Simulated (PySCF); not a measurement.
CdTe: energy against distance

Set-up: Cd def2-SVP with ECP28, Te def2-SVP with ECP28; scalar-relativistic core potentials (PySCF 2.14). Energies in eV from Cd + Te in their ground configurations at the same level. All curves are PBE0. state 1: ³Π (triplet), unpaired electrons σ ↑, π ↑; state 2: ¹Σ⁺ (singlet), closed shell, a second solution, started from another occupation; state 3: Ms = 0 determinant of mixed spin (⟨S²⟩ near 1.0), unpaired electrons σ ↑, π ↓, a second solution, started from another occupation.

```csv
R (Å),state 1,state 2,state 3
2.419,-0.0735,-0.4769,0.0332
2.532,-0.4091,-0.5882,-0.2945
2.644,-0.5801,-0.5595,-0.4547
2.729,-0.6360,-0.4813,-0.5004
2.813,-0.6496,-0.3738,-0.5024
2.897,-0.6344,-0.2491,-0.4742
3.010,-0.5863,-0.0715,-0.4071
3.151,-0.5045,0.1502,-0.2999
3.319,-0.4008,0.3960,-0.1660
3.544,-0.2802,0.6729,-0.0095
```

**Question.** Put a parabola through the three lowest points of the state 1 curve and estimate Re, k and ωe (reduced mass 60.69 u; 1 eV/Å² = 0.16022 mdyn/Å; ωe = 1302.8·√(k/μ) cm⁻¹).

**Answer.** Through R = 2.729, 2.813, 2.897 Å the second-order coefficient is 2.04 eV/Å², so Re ≈ 2.811 Å, k ≈ 0.654 mdyn/Å and ωe ≈ 135 cm⁻¹. A polynomial fit of higher order to the unrounded PBE0 energies gives Re = 2.805 Å, k = 0.667 mdyn/Å, ωe = 137 cm⁻¹; anharmonicity and rounding make the difference.

The higher-order fit for each curve: state 1: Re = 2.805 Å, ωe = 137 cm⁻¹, De = 0.65 eV; state 2: Re = 2.558 Å, ωe = 208 cm⁻¹, minimum 0.59 eV below the ground-state fragments; state 3: Re = 2.774 Å, ωe = 150 cm⁻¹, minimum 0.51 eV below the ground-state fragments.

Spin–orbit coupling is left out, which matters for elements this heavy, above all for dissociation energies. The state was picked by a PBE0 search and need not be the measured ground state.
